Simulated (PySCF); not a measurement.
Two-photon absorption: SMILES C(C)=C=C=C=C(C)Br, C$_{7}$H$_{7}$Br

Molfile (atoms numbered from 1):
```
C7H7Br
     RDKit          3D

 15 14  0  0  0  0  0  0  0  0999 V2000
   -3.6155    0.4776   -0.2389 C   0  0  0  0  0  0  0  0  0  0  0  0
   -2.6131   -0.3721    0.4754 C   0  0  0  0  0  0  0  0  0  0  0  0
   -1.3043   -0.2189    0.4201 C   0  0  0  0  0  0  0  0  0  0  0  0
   -0.0325   -0.0671    0.3657 C   0  0  0  0  0  0  0  0  0  0  0  0
    1.2411    0.0707    0.3070 C   0  0  0  0  0  0  0  0  0  0  0  0
    2.5473    0.2102    0.2587 C   0  0  0  0  0  0  0  0  0  0  0  0
    3.4834   -0.4304   -0.7101 C   0  0  0  0  0  0  0  0  0  0  0  0
    3.3875    1.3418    1.5476 Br  0  0  0  0  0  0  0  0  0  0  0  0
   -4.3127    0.9391    0.4799 H   0  0  0  0  0  0  0  0  0  0  0  0
   -4.2250   -0.1362   -0.9229 H   0  0  0  0  0  0  0  0  0  0  0  0
   -3.1320    1.2742   -0.8195 H   0  0  0  0  0  0  0  0  0  0  0  0
   -3.0037   -1.1916    1.0960 H   0  0  0  0  0  0  0  0  0  0  0  0
    4.0524    0.3346   -1.2618 H   0  0  0  0  0  0  0  0  0  0  0  0
    4.2119   -1.0650   -0.1808 H   0  0  0  0  0  0  0  0  0  0  0  0
    2.9244   -1.0480   -1.4263 H   0  0  0  0  0  0  0  0  0  0  0  0
  1  2  1  0
  2  3  2  0
  3  4  2  0
  4  5  2  0
  5  6  2  0
  6  7  1  0
  6  8  1  0
  1  9  1  0
  1 10  1  0
  1 11  1  0
  2 12  1  0
  7 13  1  0
  7 14  1  0
  7 15  1  0
M  END
```

The calculation used PySCF, TDDFT CAM-B3LYP/aug-cc-pVDZ excited states, vertical, gas phase. Geometry: PBE0-D3(BJ)/def2-SVP.

The calculation is non-relativistic, which matters for the atoms heavier than Zn.

(1) How strongly do the lowest singlets absorb one photon, and two photons of half the energy?

## Answers

(1) δ for parallel linear polarisation; σ at the peak of a Lorentzian of half width 0.1 eV, single beam; Ω is circular over linear.
| state | E (eV) | f | photon λ (nm) | δ (au) | σ (GM) | Ω | main |
| --- | --- | --- | --- | --- | --- | --- | --- |
| S1 | 3.36 | 0.000 | 738 | <0.1 | 0.00 | – | HOMO→LUMO 0.95 |
| S2 | 3.94 | 0.000 | 629 | <0.1 | 0.00 | – | HOMO−1→LUMO+1 0.91 |
| S3 | 4.56 | 0.002 | 544 | 145 | 1.10 | 0.62 | HOMO−1→LUMO 0.50, HOMO→LUMO+1 0.46 |
| S4 | 5.51 | 2.221 | 450 | 53 | 0.59 | 0.78 | HOMO→LUMO+1 0.47, HOMO−1→LUMO 0.42 |
| S5 | 5.56 | 0.005 | 446 | 3.3 | 0.04 | 1.43 | HOMO−3→LUMO 0.37, HOMO→LUMO+9 0.34 |
| S6 | 5.73 | 0.086 | 433 | 79.1 | 0.95 | 0.74 | HOMO→LUMO+2 0.72, HOMO→LUMO+3 0.09 |

Among these, the strongest one-photon state is S4, the strongest two-photon state S3, with a dipole change of 0.1 D (relaxed, norm of the difference vector).
